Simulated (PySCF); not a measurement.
**Basis and Hamiltonian dependence of the excitation energy of Nb**

Nb [Kr] 4d4 5s1 (6D) → Nb [Kr] 4d5 (6S). All values are computed (PySCF 2.14, energy differences of UHF-based or UKS calculations, no spin-orbit coupling). Values in eV.

```
                                                            basis    Hamiltonian  functions    UHF  r2SCAN   PBE0  MP2 (valence)  CCSD(T) (valence)  CCSD(T) (valence and next inner shell)
                                     aug-cc-pVDZ-PP with ECP28MDF            ECP         54  1.647   1.497  1.232          1.382              1.367                                     n/a
          def2-TZVPPD with the def2 core potential (28 electrons)            ECP         56  1.754   1.640  1.365          1.487              1.470                                   1.525
                                                     ANO-RCC-VTZP  spin-free X2C         68  1.690   1.417  1.193          1.376              1.360                                   1.369
                                                     x2c-TZVPPall  spin-free X2C         79  1.677     n/a    n/a          1.375              1.358                                   1.389
          def2-QZVPPD with the def2 core potential (28 electrons)            ECP         81  1.699   1.563  1.283          1.402              1.391                                   1.430
x2c-TZVPPall with one added diffuse shell each of s, p, d, f type  spin-free X2C         95  1.676   1.426  1.192          1.368              1.355                                   1.385
                                                     x2c-QZVPPall  spin-free X2C        111  1.687   1.432  1.200          1.382                n/a                                     n/a
```

Frozen in the all-electron rows: valence: [Kr]; valence and next inner shell: [Ar] 3d10; with a core potential, the same shells as far as they lie outside it.
